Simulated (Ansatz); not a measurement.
Start from `C[O][Ga]([Cl])[Cl]` and change one atom or group to get `C#[C][Ga]([Cl])[Cl]`.

Ansatz, PBE0-D4/def2-TZVP geometries, multiplicity 1. Each molecule was computed in one conformer, which needn't be the lowest.

Scalar relativity is left out up to krypton.

| property | `C[O][Ga]([Cl])[Cl]` |
| --- | --- |
| HOMO energy (PBE/def2-TZVPP) / eV | -6.99 |
| size of the dipole moment (B3LYP/def2-TZVPP) / D | 1.56 |
| HOMO–LUMO gap (ωB97M-V/def2-TZVPP) / eV | 11.36 |
| ideal-gas entropy at 298 K and 1 bar (rigid rotor, harmonic PBE0-D4/def2-TZVP) / J/(mol·K) | 379 |
| size of the dipole moment (PBE/def2-TZVPP) / D | 1.55 |
| LUMO energy (PBE/def2-TZVPP) / eV | -2.44 |

**Question.** Give the same properties after the change, and the shifts. (An estimate is asked.)

**Answer.** Ansatz gave: 
| property | `C#[C][Ga]([Cl])[Cl]` | shift |
| --- | --- | --- |
| HOMO energy (PBE/def2-TZVPP) / eV | -7.58 | -0.59 |
| size of the dipole moment (B3LYP/def2-TZVPP) / D | 2.23 | 0.67 |
| HOMO–LUMO gap (ωB97M-V/def2-TZVPP) / eV | 11.00 | -0.36 |
| ideal-gas entropy at 298 K and 1 bar (rigid rotor, harmonic PBE0-D4/def2-TZVP) / J/(mol·K) | 355 | -24 |
| size of the dipole moment (PBE/def2-TZVPP) / D | 2.14 | 0.59 |
| LUMO energy (PBE/def2-TZVPP) / eV | -2.75 | -0.31 |

With PBE0 the HOMO falls by 0.34 eV and the LUMO falls by 0.48 eV, so the gap narrows by about 0.14 eV. PBE moves the HOMO by -0.59 eV and ωB97M-V by -0.22 eV. The zero-point energy changes by -61.0 kJ/mol with -6 modes. Dipoles are sizes alone; their direction can turn.

B3LYP here is the variant with VWN-RPA as its local correlation; programs differ in this.
